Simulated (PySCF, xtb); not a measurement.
C2H5F2NSi, SMILES C/N=C/[SiH](F)F.

xtb with GFN2-xTB at its own geometry gives an orbital gap of 3.03 eV and a dipole moment of 2.43 D.

Coordinates come from a r2SCAN-D4/def2-SVP optimisation. The structure was generated by enumeration; whether it is a known compound was not checked. Other conformers were not sampled.

Question: What does PySCF with B3LYP/def2-TZVP give? (The exact figures need the calculation; the answer reports its results.)

Answer: gap 5.84 eV (levels -7.52 and -1.68 eV), dipole 2.57 D.
